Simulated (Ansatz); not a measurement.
```yaml
crystal:
  periodic: [true, true, true]
  atoms:
    - {symbol: Si, position_ang: [-0.532369, 1.243102, -0.805920]}
    - {symbol: Si, position_ang: [0.344528, -0.727928, 0.090134]}
    - {symbol: S, position_ang: [0.601809, -0.424651, 2.181010]}
    - {symbol: Br, position_ang: [-1.087356, -2.384918, -0.357140]}
    - {symbol: H, position_ang: [-0.787693, 1.036413, -2.254351]}
    - {symbol: H, position_ang: [-1.806063, 1.557088, -0.109503]}
    - {symbol: H, position_ang: [0.429834, 2.360832, -0.620215]}
    - {symbol: H, position_ang: [1.630795, -1.146303, -0.517796]}
    - {symbol: H, position_ang: [1.294914, -1.559935, 2.376681]}
basis:
  gaussian: {orbitals: def2-TZVP}
total_charge: 1
magnetization: {spin_polarized: true, initial_magnetization: 1}
hamiltonian: {xc: {name: SVWN5}}
output: {forces: true}
```

```sh
$ ansatz run in.yaml --threads 4 --pin off --events-out ev --progress --plain --max-ram 10444MiB
```

Output, abridged:

```
Error: YAML parse error: error: line 2 column 3: crystal: missing field `lattice` (a structure is typed as `lattice` and `atoms`, a molecule's as `atoms` in Å alone, or read from a run's directory, `checkpoint`)
 --> <input>:2:3
1 | crystal:
2 |   periodic: [true, true, true]
3 |   atoms:
4 |     - {symbol: Si, position_ang: [-0.532369, 1.243102, -0.805920]}
```

In this input the molecule is marked periodic without a cell. The program refused the input.
